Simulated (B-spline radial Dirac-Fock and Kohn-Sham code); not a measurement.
The M5-N45N45 Auger spectrum of In

System: neutral indium in the configuration [Kr] 4d10 5s2 5p1.

Level of theory: Dirac-Fock ΔSCF + Breit + QED; a radial finite-basis atomic code. The two-hole levels come from diagonalising the Coulomb interaction among the jj configurations; intensities are independent-particle Coulomb rates. Kinetic energies are from the vacuum level. Correlation and solid-state effects are left out. Open outer shells are spectators and are not coupled to the holes.

```csv
kinetic energy (eV),J,leading jj holes (weight),leading LS term (weight)
383.1,0,N4N4 (0.58),¹S0 (0.97)
387.7,4,N4N5 (0.87),¹G4 (0.99)
388.1,2,N4N5 (0.51),¹D2 (0.51)
388.3,0,N5N5 (0.58),³P0 (0.97)
388.3,1,N4N5 (1.00),³P1 (1.00)
389.1,2,N5N5 (0.63),³P2 (0.54)
390.2,2,N5N5 (0.37),³F2 (0.83)
390.5,3,N4N5 (1.00),³F3 (1.00)
391.3,4,N5N5 (0.87),³F4 (0.99)
```

The intensity is shared as follows: 387.7 eV 24.5 %, 391.3 eV 24.1 %, 389.1 eV 14.4 %, 390.5 eV 10.3 %, 390.2 eV 9.1 %, 388.3 eV 6.1 %, 388.1 eV 6.0 %, 383.1 eV 3.0 %, 388.3 eV 2.5 %.

The strongest line, by its leading LS label ¹G4, lies at 387.7 eV. The mean weight of the leading component is 0.71 in jj and 0.87 in LS coupling, so LS labels describe these levels better.

Values without a named source are computed, but for edge energies of neutral atoms, which are taken from tables.
